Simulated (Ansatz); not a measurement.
Ideal-gas functions of `OCBBr` at 600 K and 1 bar, from an Ansatz frequency run at PBE0-D4/def2-TZVP.

Molar mass 122.76 g/mol, point group Cs (symmetry number 1), electronic degeneracy 1, moments of inertia 39.06, 215.928, 251.95 u Å². Harmonic wavenumbers (cm⁻¹, unscaled): 128, 165, 232, 485, 549, 691, 845, 867, 1095, 1164, 1237, 1270, 1385, 1440, 2678, 2963, 2974, 3802.

Use S(trans) = R[1.5 ln M + 2.5 ln T − 1.1517]; rotational temperatures θ = 24.2544 K / I; S(rot) = R[ln(√π/σ · √(T³/θAθBθC)) + 1.5]; for each mode x = 1.438777 ν̃/T, S = R[x/(eˣ − 1) − ln(1 − e⁻ˣ)] and H = RT x/(eˣ − 1); 1 cm⁻¹ = 0.0119627 kJ/mol; R = 8.31446 J/(mol·K).

Question: By hand: the entropy, in J/(mol·K).

Answer: Translation 183.4. Rotation: θ = 0.621, 0.1123, 0.0963 K, giving 117.8. Vibration, mode by mode: 18.17, 16.08, 13.30, 7.51, 6.60, 5.01, 3.73, 3.58, 2.33, 2.04, 1.78, 1.67, 1.34, 1.21, 0.10, 0.06, 0.05, 0.01, in all 84.6. Electronic 0.0. Sum 385.8 J/(mol·K).

Question: By hand: H − E and G − E in kJ/mol, counted from the electronic energy.

Answer: Zero-point energy ½ × 23970 × 0.0119627 = 143.4; thermal vibration 26.9; translation, rotation and pV give 4 RT = 20.0. H − E = 190.3 kJ/mol, and G − E = 190.3 − 600 × 385.8/1000 = -41.2 kJ/mol.

Vibration gives 22 % of the entropy, 18.2 J/(mol·K) of it from the mode under 150 cm⁻¹: soft modes count most, and the harmonic formula is weakest for them. The sum counts one conformer and one mirror image; others add a mixing term.
